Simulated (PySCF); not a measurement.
**Bonding in `N#C[C@@H]1[C@@H]([SiH2][SiH3])C[C@@H]1Cl`**

Species: C5H10ClNSi2.
Atom-mapped SMILES: `[N:1]#[C:2][C@@H:3]1[C@@H:4]([SiH2:5][SiH3:6])[CH2:7][C@@H:8]1[Cl:9]` (hydrogens: H10 on C3; H11 on C4; H12, H13 on Si5; H14, H15, H16 on Si6; H17, H18 on C7; H19 on C8)

Cartesian coordinates in Å at the GFN2-xTB level; atoms count from 1:
```
atom  x, y, z in Å
N1    -2.7020    0.8169    2.6944
C2    -2.2470    0.3266    1.7670
C3    -1.6166   -0.2750    0.6263
C4    -0.1326    0.1585    0.4890
Si5    1.0442   -1.2385   -0.0632
Si6    3.1787   -0.4105   -0.3877
C7    -0.5439    1.1403   -0.6232
C8    -1.8978    0.4376   -0.7097
Cl9   -3.3357    1.4841   -0.7741
H10   -1.8199   -1.3490    0.6332
H11    0.2422    0.6532    1.3871
H12    0.9205   -2.2746    0.9721
H13    0.4252   -1.8151   -1.2680
H14    4.1476   -1.5062   -0.4302
H15    3.5881    0.5022    0.6823
H16    3.3084    0.3242   -1.6491
H17    0.0462    1.1294   -1.5383
H18   -0.6386    2.1673   -0.2738
H19   -1.9770   -0.2620   -1.5413
```

Bond orders from the PBE0/pcSseg-1 density (PySCF). One conformer (not necessarily the lowest) at the GFN2-xTB geometry, without solvent, vibrations or thermal averaging.

Problem. Where do the orders between heavy atoms depart from those drawn in the SMILES?

Solution. The largest departure is 0.162, at C4–Si5 (drawn single, 0.838). Drawn single, order below 0.88: C4–Si5 (0.838).

Problem. Give the Mayer order of every bond between heavy atoms, beside its length.

Solution. 
```
   bond  drawn as  length (Å)  Mayer order
  N1–C2    triple       1.143        3.055
  C2–C3    single       1.435        0.988
  C3–C4    single       1.552        0.957
 C4–Si5    single       1.908        0.838
Si5–Si6    single       2.312        0.923
  C4–C7    single       1.539        1.014
  C7–C8    single       1.528        0.978
 C8–Cl9    single       1.780        1.064
  C8–C3    single       1.540        0.936
```

By pair of heavy elements: C–C: lowest C8–C3 (0.936, 1.540 Å), highest C4–C7 (1.014, 1.539 Å); in 3 of the 10 pairs the longer bond (by over 0.003 Å) has the higher order (by 0.02 or more).

Problem. And the bonds to hydrogen?

Solution. C–H: 0.92 to 0.95 (5 bonds); H–Si: 0.93 to 0.95 (5 bonds).

Problem. Sum the orders of all bonds at each heavy atom with more than one neighbour and set the sums beside the valence in the SMILES.

Solution. C2 4.043 (drawn 4), C3 3.805 (drawn 4), C4 3.743 (drawn 4), Si5 3.642 (drawn 4), Si6 3.725 (drawn 4), C7 3.874 (drawn 4), C8 3.903 (drawn 4). Orders between atoms that aren't bonded are not in these sums.

The Mayer order sums products of elements of PS (density times overlap matrix) between the two atoms' basis functions, so it depends on the basis set.
